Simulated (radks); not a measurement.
The numbers below are computed, except where a source is named.
Excited configurations of Tm I: one electron is placed in a higher orbital outside [Xe] 4f13 6s1. The ground configuration is [Xe] 4f13 6s2. Code: a radial shooting solver on a logarithmic mesh with Libxc functionals. Model: scalar-relativistic Kohn-Sham, PBEsol, spin-polarised, spherical densities, finite nucleus; open shells are filled with parallel spins first (spin-orbit coupling, left out, can overturn this in heavy ions); Fermi nuclear charge, rms radius 5.2256 fm. Excitation = E - E(ground); binding = E(ion) - E, where the ion is the core of charge +1; n* = 1/sqrt(2 binding) in atomic units, and the quantum defect is n - n*.

outer orbital  excitation (eV)  binding (eV)     n*  <r> (bohr)
5d                       2.534         3.679  1.923       3.895
5f                       5.255         0.958  3.769       16.56
6p                       2.316         3.897  1.868       5.262
6d                       4.705         1.508  3.004       11.52
6f                       5.541         0.672  4.501       28.06
7s                       3.902         2.311  2.426       9.503
7p                       4.525         1.688  2.839       12.33
7d                       5.266         0.947  3.791       21.26
7f                       5.719         0.494  5.248       41.78

The Delta-SCF ionisation energy is 6.213 eV (NIST Atomic Spectra Database: 6.184 eV, measured). Self-interaction in the functional shifts the binding energies and quantum defects, so they are the method's values and not measured ones. Open shells are spherical and high-spin; term and fine-structure splittings are not resolved. Spin-orbit splitting is averaged out at the scalar-relativistic level.
